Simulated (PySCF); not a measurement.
H7NO2Si2. Atoms are numbered in the order given.

```xyz
12

N      1.3766     1.3960     0.0000
Si     0.4121    -0.0508     0.0000
O      0.7822    -0.8604    -1.4133
O      0.7822    -0.8604     1.4133
Si    -1.9159     0.1369     0.0000
H      1.3886     1.9816     0.8334
H      1.3886     1.9816    -0.8334
H      1.7243    -0.8900    -1.6390
H      1.7243    -0.8900     1.6390
H     -2.3633     0.8970    -1.2037
H     -2.5978    -1.1878     0.0000
H     -2.3633     0.8970     1.2037
```

Geometry: TPSSh-D3(BJ)/def2-SVP. This is a generated structure with no PubChem entry under its InChIKey; it may be hypothetical. One conformer was computed; it need not be the lowest.

Level of theory: TPSSh-D3(BJ)/def2-SVP (PySCF).

Frequencies are harmonic and unscaled.

Computed normal modes with their intensities:
```tsv
mode	ν (cm⁻¹)	IR (km/mol)	Raman (Å⁴/amu)	depolarisation	moving atoms (share of kinetic energy)
1	105	0.5	0.0	–	H 94 %
2	125	2.1	0.7	0.68	N 34 %, H 23 %, Si 22 %, O 21 %
3	136	0.1	0.6	0.75	O 58 %, Si 22 %, H 19 %
4	190	3.3	0.8	0.75	H 92 %
5	243	0.0	1.1	0.75	H 48 %, O 26 %, N 15 %, Si 11 %
6	261	33.0	4.1	0.60	H 36 %, O 29 %, Si 21 %, N 14 %
7	280	17.0	5.6	0.53	O 41 %, Si 35 %, H 20 %
8	372	173.1	2.1	0.71	H 63 %, O 31 %
9	387	84.5	1.8	0.75	H 79 %, O 10 %, N 9 %
10	453	23.1	10.3	0.05	Si 45 %, H 39 %, N 10 %
11	487	252.0	2.9	0.18	H 61 %, Si 20 %, N 15 %
12	530	17.8	13.9	0.67	H 78 %, Si 15 %
13	532	39.3	5.1	0.75	H 83 %, Si 14 %
14	754	126.1	6.2	0.19	O 51 %, N 22 %, H 18 %, Si 9 %
15	773	164.2	4.0	0.75	H 91 %
16	805	43.6	0.7	0.75	H 61 %, O 24 %, N 13 %
17	863	267.5	3.5	0.68	H 72 %, Si 17 %
18	873	105.4	4.5	0.69	Si 40 %, N 23 %, O 19 %, H 18 %
19	917	29.8	2.3	0.64	H 73 %, Si 19 %
20	940	15.3	13.1	0.75	H 56 %, Si 24 %, O 19 %
21	955	65.3	26.1	0.74	H 96 %
22	962	162.0	14.1	0.75	H 57 %, Si 25 %, O 16 %
23	1559	47.5	6.0	0.69	H 90 %, N 10 %
24	2233	69.8	203.9	0.04	H 98 %
25	2236	116.5	104.6	0.75	H 96 %
26	2248	103.5	163.1	0.44	H 96 %
27	3532	21.3	127.7	0.10	H 96 %
28	3623	17.8	74.9	0.75	H 91 %, N 9 %
29	3802	19.5	125.4	0.75	H 94 %
30	3804	73.8	312.4	0.18	H 94 %
```
